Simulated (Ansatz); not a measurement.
Frontier orbitals of `FCC#C[SiH3]`.

The species carries charge 0 and has multiplicity 1. The geometry is a stationary point of PBE0-D4/def2-TZVP. Basis def2-TZVPP, Ansatz 0.2.0.

Orbital energies of one run (eV). Highest occupied ones, from the top: -7.12, -7.47, -9.03, -9.22, -9.28, -9.32, -10.45, -12.96, -13.09, -13.49, -14.80, -18.55, -20.73, -31.82. Empty: -1.36, -0.78, 0.45, 1.45, 1.62, 1.76.

(1) Which functional gave them?
A. ωB97X-V
B. r2SCAN
C. r2SCAN0
D. PBE0

## Answers

(1) B. HOMO energies: r2SCAN -7.12, ωB97X-V -10.45, PBE0 -8.10, r2SCAN0 -8.26 eV.
